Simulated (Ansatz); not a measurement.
Job for Ansatz (a first-principles code): R-CCSD(T)/aug-cc-pVDZ on digermane (SMILES [GeH3][GeH3]) with ghost functions, monomers drawn apart or pushed together. The run froze 28 orbitals, filled d shells among them.

Ansatz 0.2 input:
```yaml
crystal:
  periodic: [false, false, false]
  atoms:
    - {symbol: Ge, position_ang: [-0.18822438, -1.40850771, 0.65348644]}
    - {symbol: Ge, position_ang: [-0.36985753, 0.98919005, 0.25952059]}
    - {symbol: H, position_ang: [0.16948168, -2.13197227, -0.65748595]}
    - {symbol: H, position_ang: [-1.52506734, -1.97019722, 1.16954011]}
    - {symbol: H, position_ang: [0.90448815, -1.71286358, 1.69103819]}
    - {symbol: H, position_ang: [1.02862300, 1.61726476, 0.12085287]}
    - {symbol: H, position_ang: [-1.10313402, 1.68200210, 1.42010308]}
    - {symbol: H, position_ang: [-1.15310441, 1.25490308, -1.03893994]}
basis:
  gaussian:
    orbitals: aug-cc-pVDZ
    ghost_atoms:
      - {symbol: C, position_ang: [0.56080811, 0.42027326, 4.75610484]}
      - {symbol: H, position_ang: [-0.45604084, 0.32366593, 4.37843348]}
      - {symbol: H, position_ang: [0.97306707, -0.56910011, 4.94743139]}
      - {symbol: H, position_ang: [1.17575458, 0.93232111, 4.01731115]}
      - {symbol: H, position_ang: [0.54971958, 0.99686533, 5.67993847]}
magnetization: {spin_polarized: false}
correlation: {method: ccsd_t, electrons: outside_noble_gas}
scf: {lower_state_search: off}
```

Program output:

```
WARN ansatz: RAYON_NUM_THREADS=1 ignored (pool sized by the plan → 1); use --threads N
Functional definition: HF
these checks for a lower state are left out or cut short: stability, starts, cluster_reference, orbital_swaps, neighbouring_geometries, increment
integrals: 0.77 GiB planned
1775 factors; integrals over basis functions are off by at most 9.0e-4 eV
mean field: 0.80 GiB planned
mean field evaluation 1: about -113039.2916 eV, gradient 1.2e1 eV
mean field evaluation 2: about -113039.2945 eV, gradient 1.2e1 eV
mean field evaluation 4: about -113040.2358 eV, gradient 3.9e-1 eV
mean field evaluation 8: about -113040.2378 eV, gradient 4.1e-5 eV
mean field -113040.23775324 eV, -4154.1521160063 hartree, gradient 1.4e-6 eV, S^2 0.000000; 0 other end points of the search recorded, 0 dependent functions left out
28 core orbitals not correlated
reference -113040.23775324 eV, -4154.1521160063 hartree; 7, 7 occupied and 150, 150 virtual orbitals, 1775 factors
second order -5.85991495 eV of doubles, -0.00000000 eV of singles
coupled cluster: 1.79 GiB planned
cycle   1  -6.86937250 eV  change    -1.0e0 eV  update   7.5e-2
cycle   2  -7.22294241 eV  change   -3.5e-1 eV  update   2.5e-2
cycle   3  -7.23650187 eV  change   -1.4e-2 eV  update   5.9e-3
cycle   4  -7.23431590 eV  change    2.2e-3 eV  update   2.1e-3
cycle   5  -7.23373744 eV  change    5.8e-4 eV  update   5.8e-4
cycle   6  -7.23365299 eV  change    8.4e-5 eV  update   1.6e-4
cycle   7  -7.23364647 eV  change    6.5e-6 eV  update   4.3e-5
cycle   8  -7.23365416 eV  change   -7.7e-6 eV  update   1.2e-5
perturbative correction -0.18019649 eV, -0.0066220988 hartree
Total energy: -113047.65160388 eV, -4154.4245699923 hartree
Checks for a lower state left out: stability, starts, cluster_reference, orbital_swaps, neighbouring_geometries, increment
```

The calculation finished and met its thresholds.

Cost: about 21 core-seconds (a rough figure).
